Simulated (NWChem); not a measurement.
System: CH₃Si, doublet; SMILES [SiH2]=[CH]

Input file for NWChem:

```
start job
memory heap 200 mb stack 900 mb global 1100 mb
geometry units angstroms noautosym nocenter noautoz
  C     -0.110025    -1.302456     0.000000
  Si    -0.056728     0.472284     0.000000
  H      0.891896    -1.777598     0.000000
  H      1.053310     1.493600     0.000000
  H     -1.351859     1.207191     0.000000
end
basis spherical
  C library 3-21g
  Si library 3-21g
  H library 3-21g
end
dft
  odft
  mult 2
  xc b3lyp
  iterations 150
end
cosmo
  do_cosmo_smd true
  solvent water
end
task dft energy
```

NWChem printed, in part:

```
             Northwest Computational Chemistry Package (NWChem) 7.3.0
             --------------------------------------------------------

                             Geometry "geometry" -> ""
                             -------------------------

 Output coordinates in angstroms (scale by  1.889725989 to convert to a.u.)

  No.       Tag          Charge          X              Y              Z
 ---- ---------------- ---------- -------------- -------------- --------------
    1 C                    6.0000    -0.11002500    -1.30245600     0.00000000
    2 Si                  14.0000    -0.05672800     0.47228400     0.00000000
    3 H                    1.0000     0.89189600    -1.77759800     0.00000000
    4 H                    1.0000     1.05331000     1.49360000     0.00000000
    5 H                    1.0000    -1.35185900     1.20719100     0.00000000

 Effective nuclear repulsion energy (a.u.)      43.5233017352

                                 NWChem DFT Module
                                 -----------------

 Summary of "ao basis" -> "ao basis" (spherical)
 ------------------------------------------------------------------------------
       Tag                 Description            Shells   Functions and Types
 ---------------- ------------------------------  ------  ---------------------
 C                           3-21g                   5        9   3s2p
 Si                          3-21g                   7       13   4s3p
 H                           3-21g                   2        2   2s

 in cosmo_initialize ...
 calling solv_data for solv:h2o

 solvent parameters
 solvname_short: h2o
 solvname_long:  water
 dielec:       78.4000
 dielecinf:     1.7769
 aqueous SMD model solvent descriptors
 dielec:       78.4000
 sola:          0.8200

          ---------------
          -cosmo- solvent
          ---------------
 Cosmo: York-Karplus, doi: 10.1021/jp992097l
 dielectric constant -eps-     =  78.40
 screen = (eps-1)/(eps    )    =   0.98724
 surface charge correction     = lagrangian

   van der Waals surface
 --------------------------

 ---------- ATOMIC COORDINATES (A.U.) ------------ VDWR(ANG.) --
     1   -0.20791710   -2.46128495    0.00000000     1.850
     2   -0.10720038    0.89248735    0.00000000     2.470
     3    1.68543905   -3.35917314    0.00000000     1.200
     4    1.99046728    2.82249474    0.00000000     1.200
     5   -2.55464309    2.28126021    0.00000000     1.200
 number of segments per atom =        128
 number of   points per atom =        128
 atom (   nspa,  nppa )
 ----------------------
    1 (     68,     0 )       0
    2 (    106,     0 )       0
    3 (     52,     0 )       0
    4 (     36,     0 )       0
    5 (     32,     0 )       0
 number of -cosmo- surface points =      294
 molecular surface =     87.282 angstrom**2
 molecular volume  =     72.306 angstrom**3
 -lineq- algorithm             =   0
 -bem- low  level              =   3
 -bem- from -octahedral-
 gaussian surface charge width =   4.50000
 degree of switching           =   1.00000
 switching function tolerance  =   0.00010
 atomic radii =
 --------------
    1  6.000  1.850
    2 14.000  2.470
    3  1.000  1.200
    4  1.000  1.200
    5  1.000  1.200
 ...... end of -cosmo- initialization ......

 nat:                     5
 ixmem:                  1509
 calling mnsol_interface()
 G(SMD-CDS) energy (kcal/mol)  =     4.329
 SMD-CDS SASA (angstrom**2)    =   103.679

            General Information
            -------------------
          SCF calculation type: DFT
          Wavefunction type:  spin polarized.
          No. of atoms     :     5
          No. of electrons :    23
           Alpha electrons :    12
            Beta electrons :    11
          Charge           :     0
          Spin multiplicity:     2
          Use of symmetry is: off; symmetry adaption is: off
          Maximum number of iterations: 150
          AO basis - number of functions:    28
                     number of shells:    18
          Convergence on energy requested:  1.00D-06
          Convergence on density requested:  1.00D-05
          Convergence on gradient requested:  5.00D-04

              XC Information
              --------------
                         B3LYP Method XC Potential
                     Hartree-Fock (Exact) Exchange  0.200
                        Slater Exchange Functional  0.800 local
                    Becke 1988 Exchange Functional  0.720 non-local
              Lee-Yang-Parr Correlation Functional  0.810
                  VWN I RPA Correlation Functional  0.190 local

             Grid Information
             ----------------
          Grid used for XC integration:  medium
          Radial quadrature: Mura-Knowles
          Angular quadrature: Lebedev.
          Tag              B.-S. Rad. Rad. Pts. Rad. Cut. Ang. Pts.
          ---              ---------- --------- --------- ---------
          C                   0.70       49           8.0       434
          Si                  1.10       88           7.0       590
          H                   0.35       45          10.0       434
          Grid pruning is: on
          Number of quadrature shells:   272
          Spatial weights used:  Erf1

      Superposition of Atomic Density Guess
      -------------------------------------

 Sum of atomic energies:        -326.28557649

      Non-variational initial energy
      ------------------------------

 Total energy =    -326.661854
 1-e energy   =    -536.920198
 2-e energy   =     166.735042
 HOMO         =      -0.218569
 LUMO         =       0.001649

[...]

                                COSMO-SMD solvation results
                                ---------------------------

             internal energy in gas <Psi(g)|H|Psi(g)> =      -327.468641626375
         internal energy in solvent <Psi(s)|H|Psi(s)> =      -327.465852044089
                               delta internal energy  =         0.002789582286 (    1.75 kcal/mol)
   total free energy in solvent <Psi(s)|H+V/2|Psi(s)> =      -327.479555547398
 polarization energy contribution <Psi(s)|V/2|Psi(s)> =        -0.013703503309 (   -8.60 kcal/mol)
    total free energy in solvent including G(SMD-CDS) =      -327.472656871360
                       G(SMD-CDS) energy contribution =         0.006898676038 (    4.33 kcal/mol)
     1 M fixed-concentration free energy of solvation =        -0.004015244986 (   -2.52 kcal/mol)

                    DFT Final Alpha Molecular Orbital Analysis
                    ------------------------------------------

 Vector   10  Occ=1.000000D+00  E=-3.567229D-01
              MO Center= -3.7D-01,  2.3D-01, -3.1D-08, r^2= 3.0D+00
   Bfn.  Coefficient  Atom+Function         Bfn.  Coefficient  Atom+Function
  ----- ------------  ---------------      ----- ------------  ---------------
    28      0.345811  5 H  s                 16     -0.267730  2 Si px
    27      0.236486  5 H  s                  4     -0.224070  1 C  py
    17      0.202651  2 Si py                 8     -0.186873  1 C  py
    24      0.161806  3 H  s                 26     -0.149111  4 H  s
    23      0.145996  3 H  s                 12      0.134753  2 Si px

 Vector   11  Occ=1.000000D+00  E=-2.637072D-01
              MO Center= -8.4D-02, -4.5D-01,  1.4D-06, r^2= 2.3D+00
   Bfn.  Coefficient  Atom+Function         Bfn.  Coefficient  Atom+Function
  ----- ------------  ---------------      ----- ------------  ---------------
     9      0.378620  1 C  pz                18      0.361390  2 Si pz
    22      0.348968  2 Si pz                 5      0.331109  1 C  pz
    14     -0.174720  2 Si pz

 Vector   12  Occ=1.000000D+00  E=-2.228705D-01
              MO Center= -2.1D-01, -1.1D+00, -5.4D-07, r^2= 2.1D+00
   Bfn.  Coefficient  Atom+Function         Bfn.  Coefficient  Atom+Function
  ----- ------------  ---------------      ----- ------------  ---------------
     6      0.447954  1 C  s                  7     -0.379178  1 C  px
    26      0.329667  4 H  s                  3     -0.326116  1 C  px
     8     -0.247835  1 C  py                 4     -0.207028  1 C  py
    20     -0.187248  2 Si px                28     -0.166804  5 H  s
    17      0.139173  2 Si py                15     -0.114949  2 Si s

 Vector   13  Occ=0.000000D+00  E=-6.827819D-02
              MO Center= -8.0D-02, -3.1D-01, -2.0D-06, r^2= 2.9D+00
   Bfn.  Coefficient  Atom+Function         Bfn.  Coefficient  Atom+Function
  ----- ------------  ---------------      ----- ------------  ---------------
     9      0.592481  1 C  pz                22     -0.562402  2 Si pz
    18     -0.379575  2 Si pz                 5      0.373440  1 C  pz
    14      0.170474  2 Si pz

 Vector   14  Occ=0.000000D+00  E= 2.661114D-02
              MO Center=  2.4D-01,  2.1D-01,  7.7D-07, r^2= 3.6D+00
   Bfn.  Coefficient  Atom+Function         Bfn.  Coefficient  Atom+Function
  ----- ------------  ---------------      ----- ------------  ---------------
    19      1.524430  2 Si s                  6     -0.984784  1 C  s
    26     -0.676261  4 H  s                  8     -0.600808  1 C  py
    21     -0.571665  2 Si py                28     -0.418977  5 H  s
     4     -0.246112  1 C  py                11     -0.199973  2 Si s
    20      0.164786  2 Si px                 7     -0.158955  1 C  px

 Vector   15  Occ=0.000000D+00  E= 9.542053D-02
              MO Center= -1.1D-01,  9.5D-01, -1.9D-08, r^2= 3.7D+00
   Bfn.  Coefficient  Atom+Function         Bfn.  Coefficient  Atom+Function
  ----- ------------  ---------------      ----- ------------  ---------------
    28     -1.390399  5 H  s                 21      1.356491  2 Si py
    20     -0.683787  2 Si px                 6      0.662342  1 C  s
    26     -0.595180  4 H  s                 19      0.592197  2 Si s
    15      0.258141  2 Si s                  8      0.219651  1 C  py
    17      0.214827  2 Si py                 7      0.200487  1 C  px

                     DFT Final Beta Molecular Orbital Analysis
                     -----------------------------------------

 Vector    9  Occ=1.000000D+00  E=-3.885359D-01
              MO Center=  2.9D-01,  2.3D-01, -7.1D-08, r^2= 2.8D+00
   Bfn.  Coefficient  Atom+Function         Bfn.  Coefficient  Atom+Function
  ----- ------------  ---------------      ----- ------------  ---------------
    26      0.275884  4 H  s                 16      0.254307  2 Si px
    17      0.226571  2 Si py                25      0.217884  4 H  s
     4     -0.180040  1 C  py                 3      0.173137  1 C  px
    24      0.158874  3 H  s                 23      0.143921  3 H  s
    12     -0.131443  2 Si px                 6     -0.126274  1 C  s

 Vector   10  Occ=1.000000D+00  E=-3.528337D-01
              MO Center= -3.5D-01,  1.2D-01,  1.4D-08, r^2= 3.0D+00
   Bfn.  Coefficient  Atom+Function         Bfn.  Coefficient  Atom+Function
  ----- ------------  ---------------      ----- ------------  ---------------
    28      0.346860  5 H  s                 16     -0.241269  2 Si px
     4     -0.236909  1 C  py                27      0.233127  5 H  s
    17      0.216978  2 Si py                 8     -0.192720  1 C  py
    24      0.179049  3 H  s                 23      0.159769  3 H  s
    26     -0.139161  4 H  s                 12      0.122497  2 Si px

 Vector   11  Occ=1.000000D+00  E=-2.121914D-01
              MO Center= -2.4D-01, -1.1D+00, -2.3D-06, r^2= 2.0D+00
   Bfn.  Coefficient  Atom+Function         Bfn.  Coefficient  Atom+Function
  ----- ------------  ---------------      ----- ------------  ---------------
     6      0.438963  1 C  s                  7     -0.380615  1 C  px
    26      0.326890  4 H  s                  3     -0.322323  1 C  px
     8     -0.261066  1 C  py                 4     -0.209931  1 C  py
    20     -0.201468  2 Si px                28     -0.174475  5 H  s
    17      0.127115  2 Si py                15     -0.114499  2 Si s

 Vector   12  Occ=0.000000D+00  E=-1.640944D-01
              MO Center= -7.8D-02, -2.5D-01,  1.0D-06, r^2= 2.5D+00
   Bfn.  Coefficient  Atom+Function         Bfn.  Coefficient  Atom+Function
  ----- ------------  ---------------      ----- ------------  ---------------
    22      0.440406  2 Si pz                18      0.363312  2 Si pz
     9      0.322565  1 C  pz                 5      0.273170  1 C  pz
    14     -0.182404  2 Si pz

 Vector   13  Occ=0.000000D+00  E=-1.591155D-02
              MO Center= -8.6D-02, -5.1D-01,  2.3D-06, r^2= 2.8D+00
   Bfn.  Coefficient  Atom+Function         Bfn.  Coefficient  Atom+Function
  ----- ------------  ---------------      ----- ------------  ---------------
     9      0.658440  1 C  pz                22     -0.556893  2 Si pz
     5      0.382362  1 C  pz                18     -0.306360  2 Si pz
    14      0.141924  2 Si pz

 Vector   14  Occ=0.000000D+00  E= 4.059827D-02
              MO Center=  3.0D-01,  2.1D-01, -8.6D-07, r^2= 3.6D+00
   Bfn.  Coefficient  Atom+Function         Bfn.  Coefficient  Atom+Function
  ----- ------------  ---------------      ----- ------------  ---------------
    19      1.487522  2 Si s                  6     -0.984505  1 C  s
    26     -0.689686  4 H  s                  8     -0.588982  1 C  py
    21     -0.591574  2 Si py                28     -0.354986  5 H  s
     4     -0.239823  1 C  py                20      0.223371  2 Si px
    11     -0.203859  2 Si s                  7     -0.171240  1 C  px

   alpha - beta orbital overlaps
   -----------------------------

   alpha      1      2      3      4      5      6      7      8      9     10
    beta      1      2      3      4      5      6      7      8      9     10
 overlap   1.000  1.000  1.000  1.000  0.997  0.997  1.000  1.000  0.997  0.997

   alpha     11     12     13     14     15     16     17     18     19     20
    beta     12     11     13     14     15     16     17     18     19     20
 overlap   0.993  1.000  0.993  0.999  1.000  0.999  1.000  0.999  0.999  0.999

   alpha     21     22     23     24     25     26     27     28
    beta     21     23     22     24     25     26     27     28
 overlap   1.000  1.000  1.000  1.000  1.000  1.000  1.000  1.000

     --------------------------
     Expectation value of S2:
     --------------------------
      <S2> =      0.7513 (Exact =     0.7500)

     Multipole analysis of the density
     ---------------------------------

     L   x y z        total         alpha         beta         nuclear
     -   - - -        -----         -----         ----         -------
     0   0 0 0     -0.000000    -12.000000    -11.000000     23.000000

     1   1 0 0      0.755831      1.273042      1.109834     -1.627045
     1   0 1 0      1.140476      1.267461      0.401320     -0.528305
     1   0 0 1      0.000002     -0.000002      0.000005      0.000000

[...]
```

Level: B3LYP/3-21G, spin-unrestricted, SMD on the gas-phase geometry. In the optimisation the excess spin sits in a" (Cs, its own frame). Geometry: optimised at PBE0/def2-SVP, spin-unrestricted. No stability test was run on the SCF state. Solvent: water.
